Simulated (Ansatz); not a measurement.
All values below come from PBE-D3(BJ)/def2-SVP in Ansatz (a quantum-chemistry and plane-wave program). No frequencies were computed at this level.

Ansatz 0.2 input:
```yaml
crystal:
  periodic: [false, false, false]
  atoms:
    - { symbol: Hf, position_ang: [0.060347, -0.232161, 0.065638] }
    - { symbol: Cl, position_ang: [-1.424956, -1.339889, 1.366584] }
    - { symbol: Cl, position_ang: [0.449088, 1.635219, 1.284372] }
    - { symbol: Cl, position_ang: [-1.209607, 0.365448, -1.711076] }
    - { symbol: N, position_ang: [1.770681, -0.980945, -0.583081] }
    - { symbol: H, position_ang: [1.930093, -1.335571, -1.525254] }
    - { symbol: H, position_ang: [2.681626, -0.852572, -0.145097] }
basis:
  gaussian: { orbitals: def2-svp }
hamiltonian:
  xc: pbe
  dispersion: d3bj
relax:
  max_steps: 150
```

Output:

```
Functional definition: PBE
1187 factors; their error is unknown
mean field evaluation 1: about -40365.8991 eV, gradient 6.7e1 eV
mean field evaluation 2: about -40311.0957 eV, gradient 1.4e2 eV
mean field evaluation 4: about -40374.7217 eV, gradient 1.4e1 eV
mean field evaluation 8: about -40375.2382 eV, gradient 1.2e-1 eV
mean field evaluation 16: about -40375.1458 eV, gradient 3.1e-4 eV
mean field -40375.14576161 eV, -1483.7592394824 hartree, gradient 5.8e-5 eV, S^2 0.000000; 0 other end points of the search recorded, 0 dependent functions left out
reference -40375.14583864 eV, -1483.7592423133 hartree; 36, 36 occupied and 74, 74 virtual orbitals, 1187 factors
relax step   1: F+E_penalty+E_count = -40375.35876585 eV  Δ(F+E_penalty+E_count) = +0.000e0 eV  max|allowed force component| = 1.396e0 eV/Å  Δτ_max = 0.0000 Å  (28 SCF iters, accepted)
these checks for a lower state are left out or cut short: starts, cluster_reference, orbital_swaps, neighbouring_geometries, increment
1187 factors; their error is unknown
mean field -40375.52970455 eV, -1483.7733491252 hartree, gradient 9.0e-6 eV, S^2 0.000000; 0 other end points of the search recorded, 0 dependent functions left out
reference -40375.52978250 eV, -1483.7733519899 hartree; 36, 36 occupied and 74, 74 virtual orbitals, 1187 factors
relax step   2: F+E_penalty+E_count = -40375.72857549 eV  Δ(F+E_penalty+E_count) = -3.698e-1 eV  max|allowed force component| = 4.819e-1 eV/Å  Δτ_max = 0.1946 Å  (34 SCF iters, accepted)
these checks for a lower state are left out or cut short: starts, cluster_reference, orbital_swaps, neighbouring_geometries, increment
1187 factors; their error is unknown
mean field evaluation 32: about -40375.5954 eV, gradient 1.0e-4 eV
mean field -40375.59541121 eV, -1483.7757638005 hartree, gradient 1.2e-5 eV, S^2 0.000000; 0 other end points of the search recorded, 0 dependent functions left out
reference -40375.59548924 eV, -1483.7757666680 hartree; 36, 36 occupied and 74, 74 virtual orbitals, 1187 factors
relax step   3: F+E_penalty+E_count = -40375.79576554 eV  Δ(F+E_penalty+E_count) = -6.719e-2 eV  max|allowed force component| = 2.677e-1 eV/Å  Δτ_max = 0.1932 Å  (35 SCF iters, accepted)
these checks for a lower state are left out or cut short: starts, cluster_reference, orbital_swaps, neighbouring_geometries, increment
1187 factors; their error is unknown
mean field -40375.59528182 eV, -1483.7757590455 hartree, gradient 1.2e-5 eV, S^2 0.000000; 0 other end points of the search recorded, 0 dependent functions left out
reference -40375.59535967 eV, -1483.7757619066 hartree; 36, 36 occupied and 74, 74 virtual orbitals, 1187 factors
relax step   4: F+E_penalty+E_count = -40375.79698457 eV  Δ(F+E_penalty+E_count) = -1.219e-3 eV  max|allowed force component| = 7.736e-1 eV/Å  Δτ_max = 0.1031 Å  (36 SCF iters, accepted)
these checks for a lower state are left out or cut short: starts, cluster_reference, orbital_swaps, neighbouring_geometries, increment
1187 factors; their error is unknown
mean field -40375.58581289 eV, -1483.7754110685 hartree, gradient 1.3e-5 eV, S^2 0.000000; 0 other end points of the search recorded, 0 dependent functions left out
reference -40375.58589056 eV, -1483.7754139231 hartree; 36, 36 occupied and 74, 74 virtual orbitals, 1187 factors
relax step   5: F+E_penalty+E_count = -40375.78736105 eV  Δ(F+E_penalty+E_count) = +9.624e-3 eV  max|allowed force component| = 6.848e-1 eV/Å  Δτ_max = 0.1102 Å  (35 SCF iters, rejected (line search))
these checks for a lower state are left out or cut short: starts, cluster_reference, orbital_swaps, neighbouring_geometries, increment
1187 factors; their error is unknown
mean field -40375.60800667 eV, -1483.7762266750 hartree, gradient 1.0e-5 eV, S^2 0.000000; 0 other end points of the search recorded, 0 dependent functions left out
reference -40375.60808453 eV, -1483.7762295363 hartree; 36, 36 occupied and 74, 74 virtual orbitals, 1187 factors
relax step   6: F+E_penalty+E_count = -40375.80964749 eV  Δ(F+E_penalty+E_count) = -1.266e-2 eV  max|allowed force component| = 2.897e-2 eV/Å  Δτ_max = 0.0384 Å  (30 SCF iters, accepted)
these checks for a lower state are left out or cut short: starts, cluster_reference, orbital_swaps, neighbouring_geometries, increment
1187 factors; their error is unknown
mean field evaluation 64: about -40375.6079 eV, gradient 1.2e-5 eV
mean field -40375.60793656 eV, -1483.7762240987 hartree, gradient 1.2e-5 eV, S^2 0.000000; 0 other end points of the search recorded, 0 dependent functions left out
reference -40375.60801448 eV, -1483.7762269620 hartree; 36, 36 occupied and 74, 74 virtual orbitals, 1187 factors
relax step   7: F+E_penalty+E_count = -40375.80944629 eV  Δ(F+E_penalty+E_count) = +2.012e-4 eV  max|allowed force component| = 2.112e-2 eV/Å  Δτ_max = 0.0196 Å  (30 SCF iters, rejected (line search))
these checks for a lower state are left out or cut short: starts, cluster_reference, orbital_swaps, neighbouring_geometries, increment
1187 factors; their error is unknown
mean field -40375.60825090 eV, -1483.7762356504 hartree, gradient 1.2e-5 eV, S^2 0.000000; 0 other end points of the search recorded, 0 dependent functions left out
reference -40375.60832878 eV, -1483.7762385125 hartree; 36, 36 occupied and 74, 74 virtual orbitals, 1187 factors
relax step   8: F+E_penalty+E_count = -40375.80978574 eV  Δ(F+E_penalty+E_count) = -1.382e-4 eV  max|allowed force component| = 1.204e-3 eV/Å  Δτ_max = 0.0079 Å  (30 SCF iters, accepted)
1187 factors; their error is unknown
mean field evaluation 96: about -40375.6083 eV, gradient 3.2e-4 eV
mean field -40375.60825090 eV, -1483.7762356504 hartree, gradient 1.2e-5 eV, S^2 0.000000; 1 other end points of the search recorded, 0 dependent functions left out
reference -40375.60832878 eV, -1483.7762385125 hartree; 36, 36 occupied and 74, 74 virtual orbitals, 1187 factors
Total energy: -40375.80986362 eV, -1483.7836447813 hartree
Atom 0 at    -0.016789    -0.061057     0.028408 Å, force    -0.000110    -0.000020    -0.000714 eV/Å
Atom 1 at    -1.174158    -1.625524     1.366515 Å, force    -0.000278    -0.000485    -0.000499 eV/Å
Atom 2 at     0.578197     1.802921     1.341049 Å, force     0.000527     0.000232    -0.000171 eV/Å
Atom 3 at    -1.237519     0.416813    -1.927834 Å, force     0.000981    -0.000376     0.001147 eV/Å
Atom 4 at     1.700149    -0.906720    -0.573574 Å, force    -0.000614    -0.000606    -0.000909 eV/Å
Atom 5 at     1.841066    -1.408213    -1.459172 Å, force    -0.001026     0.000049     0.000288 eV/Å
Atom 6 at     2.566327    -0.958691    -0.023307 Å, force     0.000521     0.001204     0.000860 eV/Å
Dipole moment:     0.515830    -0.214875    -0.214271 e Å
```

Cost: about 40 core-seconds (a rough figure).
